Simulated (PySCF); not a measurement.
## Assignment exercise: C₉H₁₁N

Numbering as in the mapped SMILES `[CH:1]#[C:2][C:3]([CH3:4])([CH3:5])[n:6]1[cH:7][cH:8][cH:9][cH:10]1`; H(Xn) means a hydrogen on atom n.

Computational details: PBE0/pcSseg-1 with gauge-including orbitals, coordinates at the PBE0-D3(BJ)/def2-SVP level, in PySCF (single conformer, rapidly exchanging positions averaged, non-relativistic, no solvent).

Referencing at the same level of theory: ¹³C (σ = 184.41 ppm) and ¹H (σ = 31.27 ppm) vs TMS.

Q: Assign these signals to the numbered atoms. ¹³C{¹H} NMR (computed): δ 120.7, 114.0, 89.8, 81.3, 53.2, 34.4.

A: 
| δ (ppm) | atoms | environment | reason |
| --- | --- | --- | --- |
| 120.7 | C7/C10 | aromatic CH next to a ring nitrogen | – |
| 114.0 | C8/C9 | aromatic CH | – |
| 89.8 | C2 | alkyne carbon | the triple bond shields along its axis, which puts it between sp3 and sp2 carbons |
| 81.3 | C1 | terminal alkyne carbon | sp carbons lie upfield of alkene carbons because the cylindrical π system leaves one tensor component strongly shielded |
| 53.2 | C3 | propargylic fully substituted sp3 carbon bonded to N | deshielded by the electronegative neighbour |
| 34.4 | C4/C5 | methyl carbon | saturated and bonded to C and H only |

Q: Assign these signals to the numbered atoms. ¹H NMR (500 MHz, computed): δ 6.93 (m, 2H), 6.31 (m, 2H), 2.51 (s, 1H), 1.68 (s, 6H).

A: 
6.93 → H(C7)/H(C10), hydrogen on an aromatic CH next to a ring nitrogen: the ring current deshields protons in the ring plane
6.31 → H(C8)/H(C9), hydrogen on an aromatic CH: aromatic region
2.51 → H(C1), hydrogen on a terminal alkyne carbon: it lies on the axis of the triple bond, in its shielding cone
1.68 → H(C4)/H(C5), hydrogen on a methyl carbon

Shifts are as computed. Against solution values, carbons near 30 ppm lie about +2 ppm off and those near 130 ppm about +5 ppm. Of 1211 compounds with measured shifts, 218 miss one by over three times the rms of a fit or turn the order of signals round; such compounds aren't used in these exercises. Multiplicities follow the n + 1 count of equivalent neighbours, as no J values were calculated; m marks all less simple cases, F and P coupling included.
